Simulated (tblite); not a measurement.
Parent: `[CH3:1][C:2]([CH3:3])=[C:4]1[CH2:5][SiH2:6]1`, C5H10Si.

Computed geometry: GFN2-xTB, gas phase. One conformer each, not checked by frequencies here.

| coordinate of the parent | value |
| --- | --- |
| C1–C2 | 1.500 Å |
| C2–C3 | 1.503 Å |
| C2=C4 | 1.319 Å |
| C4–C5 | 1.507 Å |
| C5–Si6 | 1.901 Å |
| C4–Si6 | 1.849 Å |
| C1–C2–C3 | 115.6° |
| C1–C2–C4 | 122.0° |
| C3–C2–C4 | 122.4° |
| C2–C4–C5 | 137.8° |
| C2–C4–Si6 | 154.1° |
| C5–C4–Si6 | 68.1° |
| C4–C5–Si6 | 64.5° |
| C4–Si6–C5 | 47.4° |

Task: How does the shared frame change in `[CH3:1]/[C:2]([CH2:3][O:4][CH:5]=[O:6])=[C:7]1\[CH2:8][SiH2:9]1` with C1–C2–C3–O4 -81°, C2–C3–O4–C5 -85°, C3–O4–C5–O6 -2°, C6H10O2Si? Atoms pair as C1 = C3, C2 = C2, C3 = C1, C4 = C7, C5 = C8, Si6 = Si9 (parent first).

Result: 
```tsv
parent	relative	value in the relative	change
C1–C2	C3–C2	1.509 Å	+0.009
C2–C3	C2–C1	1.502 Å	-0.001
C2=C4	C2=C7	1.319 Å	0.000
C4–C5	C7–C8	1.503 Å	-0.004
C5–Si6	C8–Si9	1.908 Å	+0.007
C4–Si6	C7–Si9	1.853 Å	+0.004
C1–C2–C3	C3–C2–C1	115.7°	+0.1
C1–C2–C4	C3–C2–C7	120.0°	-2.0
C3–C2–C4	C1–C2–C7	124.2°	+1.8
C2–C4–C5	C2–C7–C8	138.2°	+0.4
C2–C4–Si6	C2–C7–Si9	153.1°	-1.0
C5–C4–Si6	C8–C7–Si9	68.4°	+0.3
C4–C5–Si6	C7–C8–Si9	64.5°	0.0
C4–Si6–C5	C7–Si9–C8	47.1°	-0.3
```

Of the parent's bonds, C1–C2 changes most (+0.009 Å). Bonds of the relative outside the shared frame: C3–O4 1.443, O4–C5 1.314, C5=O6 1.197 Å. Point group Cs → C1.

Task: How does the shared frame change in `[CH3:1]/[C:2]([CH2:3][N:4]([CH3:5])[CH3:6])=[C:7]1\[CH2:8][SiH2:9]1` with C1–C2–C3–N4 61°, C2–C3–N4–C5 67°, C7H15NSi? Atoms pair as C1 = C3, C2 = C2, C3 = C1, C4 = C7, C5 = C8, Si6 = Si9 (parent first).

Result: 
| parent | relative | value in the relative | change |
| --- | --- | --- | --- |
| C1–C2 | C3–C2 | 1.506 Å | +0.006 |
| C2–C3 | C2–C1 | 1.501 Å | -0.002 |
| C2=C4 | C2=C7 | 1.319 Å | 0.000 |
| C4–C5 | C7–C8 | 1.507 Å | 0.000 |
| C5–Si6 | C8–Si9 | 1.901 Å | 0.000 |
| C4–Si6 | C7–Si9 | 1.849 Å | 0.000 |
| C1–C2–C3 | C3–C2–C1 | 115.1° | -0.5 |
| C1–C2–C4 | C3–C2–C7 | 121.7° | -0.3 |
| C3–C2–C4 | C1–C2–C7 | 123.2° | +0.8 |
| C2–C4–C5 | C2–C7–C8 | 138.0° | +0.2 |
| C2–C4–Si6 | C2–C7–Si9 | 153.9° | -0.2 |
| C5–C4–Si6 | C8–C7–Si9 | 68.1° | 0.0 |
| C4–C5–Si6 | C7–C8–Si9 | 64.5° | 0.0 |
| C4–Si6–C5 | C7–Si9–C8 | 47.4° | 0.0 |

Of the parent's bonds, C1–C2 changes most (+0.006 Å). Bonds of the relative outside the shared frame: C3–N4 1.457, N4–C5 1.447, N4–C6 1.446 Å. Point group Cs → C1.

Task: How does the shared frame change in `[CH3:1]/[C:2]([CH2:3][C:4]([NH2:5])=[O:6])=[C:7]1/[CH2:8][SiH2:9]1` with C1–C2–C3–C4 77°, C2–C3–C4–N5 65°, C3–C4–N5–H -7° and -176°, C6H11NOSi? Atoms pair as C1 = C1, C2 = C2, C3 = C3, C4 = C7, C5 = C8, Si6 = Si9 (parent first).

Result: 
```csv
parent,relative,value in the relative,change
C1–C2,C1–C2,1.498 Å,-0.002
C2–C3,C2–C3,1.510 Å,+0.007
C2=C4,C2=C7,1.320 Å,+0.001
C4–C5,C7–C8,1.509 Å,+0.002
C5–Si6,C8–Si9,1.903 Å,+0.002
C4–Si6,C7–Si9,1.850 Å,+0.001
C1–C2–C3,C1–C2–C3,115.1°,-0.5
C1–C2–C4,C1–C2–C7,122.7°,+0.7
C3–C2–C4,C3–C2–C7,122.2°,-0.2
C2–C4–C5,C2–C7–C8,137.6°,-0.2
C2–C4–Si6,C2–C7–Si9,153.9°,-0.2
C5–C4–Si6,C8–C7–Si9,68.1°,0.0
C4–C5–Si6,C7–C8–Si9,64.5°,0.0
C4–Si6–C5,C7–Si9–C8,47.4°,0.0
```

Of the parent's bonds, C2–C3 changes most (+0.007 Å). Bonds of the relative outside the shared frame: C3–C4 1.524, C4–N5 1.353, C4=O6 1.209 Å. Point group Cs → C1.

Task: How does the shared frame change in `[CH3:1][O:2][CH2:3][CH2:4]/[C:5]([CH3:6])=[C:7]1/[CH2:8][SiH2:9]1` with C1–O2–C3–C4 75°, O2–C3–C4–C5 179°, C3–C4–C5–C6 -74°, C7H14OSi? Atoms pair as C1 = C4, C2 = C5, C3 = C6, C4 = C7, C5 = C8, Si6 = Si9 (parent first).

Result: 
```json
{"parent": "C1–C2", "relative": "C4–C5", "value in the relative": "1.505 Å", "change": "+0.005"}
{"parent": "C2–C3", "relative": "C5–C6", "value in the relative": "1.503 Å", "change": "0.000"}
{"parent": "C2=C4", "relative": "C5=C7", "value in the relative": "1.320 Å", "change": "+0.001"}
{"parent": "C4–C5", "relative": "C7–C8", "value in the relative": "1.507 Å", "change": "0.000"}
{"parent": "C5–Si6", "relative": "C8–Si9", "value in the relative": "1.900 Å", "change": "-0.001"}
{"parent": "C4–Si6", "relative": "C7–Si9", "value in the relative": "1.849 Å", "change": "0.000"}
{"parent": "C1–C2–C3", "relative": "C4–C5–C6", "value in the relative": "116.7°", "change": "+1.1"}
{"parent": "C1–C2–C4", "relative": "C4–C5–C7", "value in the relative": "121.2°", "change": "-0.8"}
{"parent": "C3–C2–C4", "relative": "C6–C5–C7", "value in the relative": "122.1°", "change": "-0.3"}
{"parent": "C2–C4–C5", "relative": "C5–C7–C8", "value in the relative": "137.9°", "change": "+0.1"}
{"parent": "C2–C4–Si6", "relative": "C5–C7–Si9", "value in the relative": "154.0°", "change": "-0.1"}
{"parent": "C5–C4–Si6", "relative": "C8–C7–Si9", "value in the relative": "68.1°", "change": "0.0"}
{"parent": "C4–C5–Si6", "relative": "C7–C8–Si9", "value in the relative": "64.5°", "change": "0.0"}
{"parent": "C4–Si6–C5", "relative": "C7–Si9–C8", "value in the relative": "47.4°", "change": "0.0"}
```

Of the parent's bonds, C1–C2 changes most (+0.005 Å). Bonds of the relative outside the shared frame: C1–O2 1.404, O2–C3 1.409, C3–C4 1.538 Å. Point group Cs → C1.

Task: How does the shared frame change in `[CH2:1]=[N:2][CH2:3]/[C:4]([CH3:5])=[C:6]1\[CH2:7][SiH2:8]1` with C1–N2–C3–C4 115°, N2–C3–C4–C5 68°, C6H11NSi? Atoms pair as C1 = C5, C2 = C4, C3 = C3, C4 = C6, C5 = C7, Si6 = Si8 (parent first).

Result: 
```tsv
parent	relative	value in the relative	change
C1–C2	C5–C4	1.497 Å	-0.003
C2–C3	C4–C3	1.517 Å	+0.014
C2=C4	C4=C6	1.318 Å	-0.001
C4–C5	C6–C7	1.506 Å	-0.001
C5–Si6	C7–Si8	1.900 Å	-0.001
C4–Si6	C6–Si8	1.851 Å	+0.002
C1–C2–C3	C5–C4–C3	115.1°	-0.5
C1–C2–C4	C5–C4–C6	123.4°	+1.4
C3–C2–C4	C3–C4–C6	121.5°	-0.9
C2–C4–C5	C4–C6–C7	138.1°	+0.3
C2–C4–Si6	C4–C6–Si8	153.9°	-0.2
C5–C4–Si6	C7–C6–Si8	68.0°	-0.1
C4–C5–Si6	C6–C7–Si8	64.6°	+0.1
C4–Si6–C5	C6–Si8–C7	47.3°	-0.1
```

Of the parent's bonds, C2–C3 changes most (+0.014 Å). Bonds of the relative outside the shared frame: C1=N2 1.250, N2–C3 1.434 Å. Point group Cs → C1.
